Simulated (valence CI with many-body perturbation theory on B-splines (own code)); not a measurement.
## Forbidden lines of Er¹⁸⁺

Method: configuration interaction combined with many-body perturbation theory (CI+MBPT): four valence electrons over a frozen Dirac-Fock core [Kr] 4d10, a basis of 8 s, 8 p, 9 d, 9 f, 6 g, 3 h, 2 i functions for each j, with the one-electron correlation potential Σ1, the two-electron term Σ2, the three-electron term Σ3, Breit, model QED; selected CI, second order for the rest, scaled by the run's own slope (own B-spline code, finite nucleus).

No measured spectrum was set against this ion. As an estimate, terms of the open shell hold to a few per cent of their energy, and close levels can change places. Core correlation moves these levels by up to 3400 cm⁻¹, and in measured spectra 5 to 20 % of such shifts remained as error; rates that hang on mixing are uncertain with them. Only levels of the ground parity were solved; by the run's estimate the other parity begins above the list, which can be wrong where configurations are misplaced.

Lines 1 to 50 of 120 in falling wavelength, among levels below 93143 cm⁻¹, chosen from the decays that carry over 1 % of a level's rate. Wavelengths and rates use the calculated energies, so an error of 2000 cm⁻¹ moves a line at 52160 Å by 100 % and its rate by three times that or more. S is in atomic units (e²a₀⁴ for E2 and M2, e²a₀⁶ for E3), for M1 in squared Bohr magnetons. Weak lines are less certain than strong ones. Lines between different terms over intervals too small for the method are left out, as are lines whose strength nearly cancels. Where a level lies close to another of its J and parity, the split of strength between their lines is uncertain. Intervals below about 2000 cm⁻¹, as at the head of this list, are uncertain by tens of per cent.

Names give the largest LS component (configuration and term), which can be under half, so a name can repeat, a term be missing and a line seem to break the LS rules; names also repeat where a configuration has a term twice. Letters in brackets count levels of one name in rising energy.

| λ vac (Å) | Upper | Lower | Type | A (s⁻¹) | S (a.u.) |
| --- | --- | --- | --- | --- | --- |
| 52160 | 4f4 5S_2 | 4f4 5F_3 | M1 | 4.00e-02 | 1.05e+00 |
| 28490 | 4f4 5G_2 | 4f4 5S_2 | M1 | 1.03e-01 | 4.41e-01 |
| 26450 | 4f4 3P_1 | 4f4 3D_2 | M1 | 1.27e+00 | 2.61e+00 |
| 25910 | 4f4 3K_8 [a] | 4f4 3K_7 | M1 | 9.19e-01 | 1.01e+01 |
| 24400 | 4f4 5F_3 | 4f4 5F_2 | M1 | 3.35e+00 | 1.26e+01 |
| 23050 | 4f4 3P_0 | 4f4 3P_1 | M1 | 2.43e+00 | 1.10e+00 |
| 19060 | 4f4 3H_6 [a] | 4f4 5G_6 | M1 | 1.19e+00 | 3.97e+00 |
| 18700 | 4f4 5I_8 | 4f4 5I_7 | M1 | 5.71e+00 | 2.35e+01 |
| 18420 | 4f4 5G_2 | 4f4 5F_3 | M1 | 7.57e-01 | 8.77e-01 |
| 17590 | 4f4 5I_7 | 4f4 5I_6 | M1 | 1.16e+01 | 3.52e+01 |
| 16640 | 4f4 5I_6 | 4f4 5I_5 | M1 | 1.60e+01 | 3.54e+01 |
| 16620 | 4f4 5S_2 | 4f4 5F_2 | M1 | 1.01e+00 | 8.56e-01 |
| 16460 | 4f4 5S_2 | 4f4 5F_1 | M1 | 6.96e-01 | 5.75e-01 |
| 16320 | 4f4 5I_5 | 4f4 5I_4 | M1 | 1.35e+01 | 2.39e+01 |
| 16080 | 4f4 3H_6 [a] | 4f4 5G_5 | M1 | 6.22e+00 | 1.24e+01 |
| 15420 | 4f4 5G_5 | 4f4 5G_4 | M1 | 1.23e+01 | 1.85e+01 |
| 15060 | 4f4 5G_3 | 4f4 5F_4 [a] | M1 | 2.63e+00 | 2.33e+00 |
| 14520 | 4f4 5F_4 [b] | 4f4 5F_4 [a] | M1 | 6.68e+00 | 6.83e+00 |
| 14450 | 4f4 5F_5 | 4f4 5F_4 [a] | M1 | 7.91e+00 | 9.72e+00 |
| 14150 | 4f4 5G_3 | 4f4 5F_3 | M1 | 5.73e-01 | 4.21e-01 |
| 14080 | 4f4 1D_2 [a] | 4f4 3D_2 | M1 | 9.90e-01 | 5.13e-01 |
| 14080 | 4f4 5G_5 | 4f4 3H_5 [a] | M1 | 2.50e+00 | 2.84e+00 |
| 13680 | 4f4 5F_4 [b] | 4f4 5F_3 | M1 | 1.01e+01 | 8.61e+00 |
| 13360 | 4f4 3H_5 [a] | 4f4 5F_5 | M1 | 4.57e+00 | 4.44e+00 |
| 13290 | 4f4 3H_5 [a] | 4f4 5F_4 [b] | M1 | 1.17e+01 | 1.12e+01 |
| 12380 | 4f4 5G_6 | 4f4 3H_5 [a] | M1 | 9.07e+00 | 8.29e+00 |
| 12280 | 4f4 5G_4 | 4f4 5F_4 [b] | M1 | 2.92e+00 | 1.80e+00 |
| 11930 | 4f4 5G_4 | 4f4 5G_3 | M1 | 2.26e+01 | 1.28e+01 |
| 11780 | 4f4 3D_3 | 4f4 3D_2 | M1 | 7.27e+00 | 3.09e+00 |
| 11050 | 4f4 3F_4 [a] | 4f4 3G_3 [a] | M1 | 6.05e+00 | 2.72e+00 |
| 10500 | 4f4 5G_2 | 4f4 5F_2 | M1 | 2.51e+00 | 5.39e-01 |
| 10430 | 4f4 5G_2 | 4f4 5F_1 | M1 | 2.95e+00 | 6.21e-01 |
| 9969 | 4f4 3G_3 [a] | 4f4 5F_4 [b] | M1 | 6.92e-01 | 1.78e-01 |
| 9733 | 4f4 3G_3 [a] | 4f4 5G_3 | M1 | 1.46e+00 | 3.49e-01 |
| 9478 | 4f4 3D_2 | 4f4 5G_3 | M1 | 3.01e+00 | 4.75e-01 |
| 9387 | 4f4 3D_3 | 4f4 5G_4 | M1 | 1.85e+00 | 3.96e-01 |
| 9139 | 4f4 3F_4 [a] | 4f4 5G_4 | M1 | 2.15e+00 | 5.46e-01 |
| 8955 | 4f4 5G_3 | 4f4 5F_2 | M1 | 6.99e+00 | 1.30e+00 |
| 8650 | 4f4 3F_4 [a] | 4f4 3H_5 [a] | M1 | 4.20e+00 | 9.07e-01 |
| 8392 | 4f4 3G_3 [a] | 4f4 5G_2 | M1 | 3.47e+01 | 5.32e+00 |
| 8202 | 4f4 3D_2 | 4f4 5G_2 | M1 | 6.24e+00 | 6.38e-01 |
| 7987 | 4f4 3L_8 | 4f4 3K_8 [a] | M1 | 1.06e+01 | 3.40e+00 |
| 7604 | 4f4 3K_8 [b] | 4f4 3K_8 [a] | M1 | 2.70e+01 | 7.47e+00 |
| 7505 | 4f4 3H_6 [a] | 4f4 3H_5 [a] | M1 | 7.85e-01 | 1.60e-01 |
| 7367 | 4f4 3L_9 | 4f4 3K_8 [a] | M1 | 2.74e+01 | 7.71e+00 |
| 6995 | 4f4 3L_7 | 4f4 3K_7 | M1 | 2.39e+01 | 4.54e+00 |
| 6941 | 4f4 3H_5 [a] | 4f4 5F_4 [a] | M1 | 5.07e+00 | 6.91e-01 |
| 6854 | 4f4 5G_5 | 4f4 5F_5 | M1 | 5.84e+00 | 7.66e-01 |
| 6655 | 4f4 5G_4 | 4f4 5F_4 [a] | M1 | 1.29e+01 | 1.27e+00 |
| 6483 | 4f4 3G_3 [a] | 4f4 5S_2 | M1 | 1.32e+00 | 9.34e-02 |
